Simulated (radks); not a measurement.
Values are calculated unless marked as measured or tabulated.
All-electron atom: Sm III in [Xe] 4f6 (the NIST ground configuration).

Level of theory: Dirac Kohn-Sham, PBE, spin-unpolarised, spherical densities, point nucleus; open shells fill j = l - 1/2 first (a radial shooting solver on a logarithmic mesh with Libxc functionals).

Energy parts (eV):
total: -283922.20
kinetic: 307897.26
electron-nucleus: -694959.65
Hartree: 109565.19
exchange-correlation: -6424.99

Orbitals (lengths in bohr, moments of r in powers of bohr; <r^-3> diverges for s and p1/2; r(max) is where P^2 peaks; r(90%) holds 90 % of the orbital's charge):
orbital  occ.  eigenvalue (eV)      <r^2>  r(90%)   r(max)  <r^-3>
1s1/2       2        -46646.82  0.0007047  0.0411  0.01449       -
2s1/2       2        -7629.478    0.01105   0.150  0.08230       -
2p1/2       2        -7231.793   0.008048   0.133  0.06237       -
2p3/2       4        -6628.912   0.009291   0.142  0.06800    8888
3s1/2       2        -1681.427    0.07416   0.374   0.2338       -
3p1/2       2        -1510.416    0.06934   0.367   0.2209       -
3p3/2       4        -1388.339    0.07654   0.385   0.2329    1856
3d3/2       4        -1092.018    0.06157   0.357   0.1857   309.5
3d5/2       6        -1065.506    0.06359   0.362   0.1891   277.3
4s1/2       2        -344.4666     0.3789   0.832   0.5398       -
4p1/2       2        -278.9274     0.4009   0.864   0.5457       -
4p3/2       4        -252.1581     0.4407   0.906   0.5713   407.8
4d3/2       4        -144.3910     0.5139    1.00   0.5831   57.14
4d5/2       6        -139.6126     0.5300    1.02   0.5914   50.54
4f5/2       6         -15.8004      1.326    1.74   0.6119   6.281
4f7/2       0         -15.2592      1.377    1.78   0.6171   6.047
5s1/2       2         -56.4875      2.235    2.03    1.263       -
5p1/2       2         -38.9518      2.853    2.32    1.383       -
5p3/2       4         -35.3978      3.192    2.46    1.458   53.43

The highest occupied level is 4f5/2 at -15.800 eV. Summed over all electrons, <r^2> = 40.75 bohr^2, which gives a Langevin (diamagnetic) susceptibility term of -32.3 x 10^-6 cm^3/mol.
